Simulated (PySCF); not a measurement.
C3H10OSi2, SMILES C[Si@H]1OC[SiH2]C1.

Coordinates come from a PBE-D3(BJ)/def2-SVP optimisation. The structure was generated by enumeration; whether it is a known compound was not checked. Other conformers were not sampled.

Two levels are set side by side: TDA-PBE/def2-SVPD (PySCF) and TDA-ωB97X/def2-SVPD (PySCF). Vertical, same geometry. The lowest singlet is HOMO→LUMO 99 % with PBE and HOMO→LUMO 69 %, HOMO→LUMO+3 18 % with the other functional; states are paired by order. Differences are taken from unrounded values.

```
quantity                              TDA-ωB97X  TDA-PBE  TDA-PBE minus TDA-ωB97X
------------------------------------  ---------  -------  -----------------------
lowest singlet excitation (eV)             7.19     5.78                    -1.41
lowest triplet excitation (TDA) (eV)       6.92     5.59                    -1.33
```

Functionals without exact exchange tend to place singlet excitations lower, as here. Differences between two approximate levels are no errors against the true value.

Rough cost on one machine, each run with all the roots and properties that it gave: TDA-ωB97X against TDA-PBE about 6 times.
